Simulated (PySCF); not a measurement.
SiB3H9N4O

SiB3H9N4O is a molecule, neutral, singlet. The structure, one conformer, was relaxed in the gas phase by PBE0-D3(BJ)/def2-SVP. No frequency run checks that it is a minimum.

SMILES: N[SiH2]OB1NBNBN1

Coordinates in Å:
```
N1     -0.409    0.761    0.043
B2     -1.723    1.302    0.000
N3     -2.802    0.404   -0.268
B4     -2.600   -0.992   -0.491
N5     -1.266   -1.482   -0.437
B6     -0.144   -0.632   -0.169
O7      1.124   -1.167   -0.130
Si8     2.599   -0.622    0.408
N9      2.730    1.101    0.309
H10     0.392    1.359    0.219
H11    -1.924    2.483    0.181
H12    -3.743    0.771   -0.302
H13    -3.532   -1.732   -0.718
H14    -1.088   -2.467   -0.588
H15     3.602   -1.324   -0.440
H16     2.773   -0.960    1.849
H17     2.987    1.568   -0.554
H18     3.016    1.637    1.120
```

Shieldings: GIAO PBE0/pcSseg-1. Shifts are against computed references at the same level: H TMS (σ 31.27 ppm), Si TMS (σ 352.0 ppm). Core levels by delta-SCF with SCAN, pcX-2 on the ionised atom and pcseg-1 elsewhere, spin-free X2C; from the vacuum level, for chosen atoms.

Problem. Give the shieldings and core levels atom by atom.

Solution. 
| atoms | bonded to | σ (ppm) | δ (ppm) | core level (eV) |
| --- | --- | --- | --- | --- |
| N1 | 2 B + 1 H | 135.2 | - | 1s 404.08 |
| B2 | 2 N + 1 H | 72.6 | - | 1s 195.44 |
| N3 | 2 B + 1 H | 125.8 | - | - |
| B4 | 2 N + 1 H | 72.2 | - | - |
| N5 | 2 B + 1 H | 137.2 | - | 1s 404.23 |
| B6 | 2 N + 1 O | 78.4 | - | 1s 196.53 |
| O7 | 1 B + 1 Si | 221.4 | - | 1s 537.68 |
| Si8 | 1 N + 1 O + 2 H | 386.2 | -34.2 | - |
| N9 | 1 Si + 2 H | 233.8 | - | - |
| H10 | 1 N | 24.68 | 6.58 | - |
| H11 | 1 B | 26.58 | 4.69 | - |
| H12 | 1 N | 26.06 | 5.21 | - |
| H13 | 1 B | 26.55 | 4.71 | - |
| H14 | 1 N | 26.56 | 4.71 | - |
| H15 | 1 Si | 26.12 | 5.15 | - |
| H16 | 1 Si | 26.35 | 4.92 | - |
| H17 | 1 N | 30.17 | 1.10 | - |
| H18 | 1 N | 30.06 | 1.21 | - |

Values are those of this one static structure; atoms that internal rotation interchanges would show their mean in an NMR spectrum.

The core-hole state of B2 is spin-contaminated (⟨S²⟩ 0.81 against 0.75 for a pure doublet), so that value and differences from it are less sure.

Problem. By CAM-B3LYP/def2-SVPD (TDDFT singlets, Tamm-Dancoff triplets, ionisation by delta-SCF), where does absorption start, and what does vertical ionisation take?

Solution. The lowest singlet lies at 6.77 eV (f 0.063), the lowest triplet at 6.37 eV; vertical ionisation takes 9.62 eV.
